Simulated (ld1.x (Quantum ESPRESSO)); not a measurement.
Results of a calculation; reference values are marked as such.
Hardness and transferability of assorted potentials

Generated with ld1.x 7.5 (TM, RRKJ, ultrasoft, PAW), atompaw 4.2 or ONCVPSP 4.0.1. The cutoff is in Ry: for ld1.x and atompaw files where the sum of valence levels is converged to 10 mRy in a Bessel basis, for ONCV files where the hardest occupied wave has 1 mHa per electron of residual kinetic energy. The error is the largest all-electron minus pseudo excitation energy over each file’s own four to seven test configurations (ionisations up to +4, promotions, holes and added fractions of an electron), all of which were solved. The labels leave out finer settings (local radius, basis sizes, second energies), which also bear on the numbers. Spin-polarised tests are not counted. The rows are a selection from randomly drawn settings: files with unsolved tests, undetermined cutoffs or missed reference levels are left out.

```tsv
element	potential	cutoff (Ry)	largest error (meV)	bound ghosts
B	TM semilocal, LDA (PZ), scalar-relativistic, rc 1.65/2.15/2.10 (spd), local p, core correction yes, reference 2s2 2p1	21	+87	none
Ga	TM, PBE, scalar-relativistic, rc 1.40/2.20 (sp), local s, core correction yes, reference 4s1 4p0	35	-155	none
Tc	TM semilocal, BLYP, scalar-relativistic, rc 2.30/1.20/1.60 (spd), local s, core correction yes, reference 4p6 4d5 5s2 5p0	100	-57	none
Cd	TM, PBE, scalar-relativistic, rc 2.25/2.90/1.20 (spd), local p, core correction no, reference 4d10 5s1.5 5p0	90	-234	none
```

(1) Fill in the row for P: PAW, PBE, scalar-relativistic, rc 1.85/1.65 (sp), local smoothed, core correction yes, reference 3s2 3p2.5.

(2) Fill in the row for Ni: ultrasoft, LDA (PZ), scalar-relativistic, rc 1.90/1.25/1.30/1.65 (spdf), local smoothed, core correction no, reference 3p6 3d8 4s1.5 4p0.

## Answers

(1) cutoff 10 Ry, largest error -121 meV, bound ghosts: none.

(2) cutoff 80 Ry, largest error +4.1 meV, bound ghosts: none.
